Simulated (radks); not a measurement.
Task: These are the eigenvalues of the occupied orbitals of an atom or ion with whole-number occupations (Ry). Method: non-relativistic Kohn-Sham, Slater X-alpha with alpha = 0.799, spin-polarised, spherical densities, point nucleus; computed with a radial shooting solver on a logarithmic mesh with Libxc functionals.

| orbital | eigenvalue |
|---|---|
| 1s down | -471.3320 |
| 1s up | -471.3311 |
| 2s up | -55.67146 |
| 2s down | -55.43438 |
| 2p up | -48.09946 |
| 2p down | -47.92001 |
| 3s up | -7.78225 |
| 3s down | -7.24764 |
| 3p up | -5.59733 |
| 3p down | -5.07062 |
| 3d up | -2.06516 |

Which element is it, and in what charge state? The configuration may be excited. Open shells, if any, are filled with parallel spins first.

Result: Z = 25, manganese, charge +2: Mn2+ in [Ar] 3d5. The list shows which subshells hold electrons but not how many an open one holds; the 1s level, -235.67 hartree, gives Z - s = 21.7 by -(Z - s)^2/2, which with screening narrows Z to a few neighbours, and the depths of the outer levels then fix element, charge and occupations together.
